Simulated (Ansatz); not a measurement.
Computed with Ansatz.

H8N2O3Si2 (`N[SiH](O)[Si](N)(O)O`) at its PBE0-D4/def2-TZVP geometry, where that method's forces vanish. Total charge 0; spin multiplicity 1.

| atom | x (Å) | y (Å) | z (Å) |
| --- | --- | --- | --- |
| N1 | 1.138 | 0.825 | 1.880 |
| Si2 | -0.121 | 1.042 | 0.749 |
| O3 | 0.035 | 2.292 | -0.349 |
| Si4 | -0.176 | -0.769 | -0.735 |
| N5 | -1.290 | -2.050 | -0.562 |
| O6 | 1.343 | -1.390 | -0.581 |
| O7 | -0.530 | -0.145 | -2.216 |
| H8 | 1.207 | 1.319 | 2.753 |
| H9 | 1.997 | 0.370 | 1.618 |
| H10 | -1.335 | 1.321 | 1.571 |
| H11 | 0.012 | 3.192 | -0.019 |
| H12 | -2.221 | -1.963 | -0.936 |
| H13 | -1.255 | -2.673 | 0.227 |
| H14 | 1.538 | -2.166 | -1.114 |
| H15 | -0.343 | 0.796 | -2.285 |

(1) For each bond, give half the difference of the two atoms' forces along it (eV/Å; positive pushes the atoms apart) under PBE-D4, r2SCAN-D4, B3LYP-D4, ωB97M-V in def2-TZVPP. (An estimate is asked.)

Results:

(1) The calculation gave: 
```
   bond  length (Å)  PBE-D4  r2SCAN-D4  B3LYP-D4  ωB97M-V
 N1–Si2       1.706    0.04       0.03      0.08     0.09
  N1–H8       1.005    0.18       0.02     -0.01    -0.03
  N1–H9       1.007    0.18       0.01     -0.02    -0.03
 Si2–O3       1.671    0.26       0.05      0.13     0.12
Si2–Si4       2.342   -0.26      -0.07     -0.07    -0.17
Si2–H10       1.492    0.02      -0.03     -0.13    -0.14
 O3–H11       0.959    0.35       0.03     -0.02    -0.06
 Si4–N5       1.707    0.05       0.02      0.05     0.07
 Si4–O6       1.649    0.23       0.04      0.09     0.10
 Si4–O7       1.645    0.29       0.07      0.11     0.08
 N5–H12       1.007    0.18       0.01     -0.02    -0.03
 N5–H13       1.006    0.19       0.02     -0.03    -0.03
 O6–H14       0.961    0.35       0.02     -0.02    -0.06
 O7–H15       0.962    0.33       0.00     -0.04    -0.07
```

B3LYP here is the variant with VWN-RPA as its local correlation; programs differ in this.
